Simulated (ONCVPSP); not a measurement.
Gd (Z = 64): one change to an ONCV potential, before and after

```
Element                 : gadolinium (Gd)
Generator               : ONCVPSP 4.0.1
Type                    : optimised norm-conserving Vanderbilt (ONCV)
Functional              : PBEsol
Relativity              : fully relativistic
Frozen core             : [Kr] 4d10
Valence charge          : 18
Reference configuration : 4f7 5s2 5p6 5d1 6s1 (charge +1)
Partial waves           : 5s+6s: rc 2.20 bohr, ncon 5, nbas 8, qcut 6.7 1/bohr, 2 projectors; 5p: rc 2.55 bohr, ncon 5, nbas 8, qcut 5 1/bohr, 2 projectors, debl 0.8 Ha; 5d: rc 3.65 bohr, ncon 5, nbas 10, qcut 4.5 1/bohr, 2 projectors, debl 2.9 Ha; 4f: rc 1.50 bohr, ncon 3, nbas 8, qcut 13.4 1/bohr, 2 projectors, debl 1 Ha
Local potential         : polynomial inside 1.50 bohr (lpopt 5, dvloc0 3 Ha)
Core correction         : Teter function, fcfact 4, rcfact 1.65
```

Open shells are filled in proportion to 2j + 1.

In the p channel the program set the typed energies aside and used -1.188, 0.250 Ha (j = l + 1/2; the other j can differ).

Change: core correction Teter function, fcfact 2.4, rcfact 1.65.

Cutoffs: the cutoffs (Ha) at which the residual kinetic energy of the hardest occupied pseudo-wave falls to 1 and 0.1 mHa per electron; they do not see the model core or the augmentation charge, which bear on the density cutoff. Errors are all-electron minus pseudo energies relative to the spin-unpolarised reference configuration.

Q: Predict the effect on cutoff, ghosts and configuration errors.

A: The potential gets neither clearly harder nor softer (68 Ha and 75 Ha → 68 Ha and 75 Ha); the errors of the 4 common tests hardly move; neither file shows a bound ghost. A model core, the more so a compact one, raises the density cutoff, which this test does not measure.

| quantity | base | changed |
| --- | --- | --- |
| cutoff, loose | 68 Ha | 68 Ha |
| cutoff, tight | 75 Ha | 75 Ha |
| bound ghosts | none | none |
| GHOST(+) flags under 300 eV | s at 176.4 eV | s at 176.4 eV |
| error for 4f7 5s2 5p6 5d1 6s2, meV [ΔE -6.68 eV] | -0.5 | -0.5 |
| error for 4f7 5s2 5p6 5d1 6s0, meV [ΔE 12.05 eV] | -2.1 | -1.9 |
| error for 4f7 5s2 5p6 5d0 6s0, meV [ΔE 31.83 eV] | +33 | +34 |
| error for 4f7 5s2 5p6 5d1 6s0 6p1, meV [ΔE 3.58 eV] | -0.4 | -0.4 |
| s: phases at 2.23 bohr within 0.05 rad from the reference energy up to (Ha; the scan ends near 5) | to the end of the scan | to the end of the scan |
| p3/2: phases at 2.59 bohr within 0.05 rad from the reference energy up to (Ha; the scan ends near 5) | 3.9 | 3.9 |
| p1/2: phases at 2.59 bohr within 0.05 rad from the reference energy up to (Ha; the scan ends near 5) | 3.7 | 3.7 |
| d5/2: phases at 3.71 bohr within 0.05 rad from the reference energy up to (Ha; the scan ends near 5) | 0.3 | 0.3 |
| d3/2: phases at 3.71 bohr within 0.05 rad from the reference energy up to (Ha; the scan ends near 5) | 0.2 | 0.2 |
| f7/2: phases at 1.52 bohr within 0.05 rad from the reference energy up to (Ha; the scan ends near 5) | to the end of the scan | to the end of the scan |
| f5/2: phases at 1.52 bohr within 0.05 rad from the reference energy up to (Ha; the scan ends near 5) | to the end of the scan | to the end of the scan |
| rms error of d²Exc/dni dnj with the model core, mHa | 2.83 | 3.82 |

Base: These tests converged, but a pseudo level misses the all-electron one widely, so the file describes the atom poorly there or has found another state: 4f7 5s2 5p6 5d1 6s0 6p1: empty 6s by 4.9 eV. Changed file: These tests converged, but a pseudo level misses the all-electron one widely, so the file describes the atom poorly there or has found another state: 4f7 5s2 5p6 5d1 6s0 6p1: empty 6s by 4.9 eV.
